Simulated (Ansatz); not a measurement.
```yaml
crystal:
  periodic: [false, false, false]
  atoms:
    - {symbol: C, position_ang: [2.322932, 0.949280, 0.892924]}
    - {symbol: C, position_ang: [1.053182, 1.635528, 1.008099]}
    - {symbol: N, position_ang: [0.035653, 2.163201, 1.095035]}
    - {symbol: B, position_ang: [-0.769355, -0.830999, -0.291396]}
    - {symbol: C, position_ang: [-0.103518, -0.447212, -1.659618]}
    - {symbol: C, position_ang: [-2.265405, -0.487738, 0.040973]}
    - {symbol: O, position_ang: [0.024295, -1.472473, 0.622598]}
    - {symbol: H, position_ang: [2.140486, -0.125530, 0.837222]}
    - {symbol: H, position_ang: [2.949356, 1.169042, 1.758648]}
    - {symbol: H, position_ang: [2.841813, 1.272619, -0.010652]}
    - {symbol: H, position_ang: [-0.576417, -1.009637, -2.472820]}
    - {symbol: H, position_ang: [-0.273662, 0.608982, -1.890090]}
    - {symbol: H, position_ang: [0.968994, -0.649746, -1.695570]}
    - {symbol: H, position_ang: [-2.921032, -0.590018, -0.827415]}
    - {symbol: H, position_ang: [-2.305910, 0.567690, 0.337197]}
    - {symbol: H, position_ang: [-2.690094, -1.071352, 0.863617]}
    - {symbol: H, position_ang: [-0.450417, -1.681936, 1.431449]}
basis:
  gaussian: {orbitals: cc-pVDZ}
total_charge: 1
magnetization: {spin_polarized: true, initial_magnetization: 1}
hamiltonian: {xc: {name: HF}}
correlation: {method: mp2, frozen_orbitals: {C: 0}}
output: {forces: true}
```

```sh
$ ansatz run in.yaml --threads 4 --pin off --events-out ev --progress --plain --max-ram 11315MiB
```

It prints (some lines left out):

```
Functional definition: HF
Error: "frozen_orbitals" has no count for N
```

Problem. What is wrong with this run?

Solution. Frozen orbitals are typed for one element alone, and the program wants a count for each. The program refused the input.
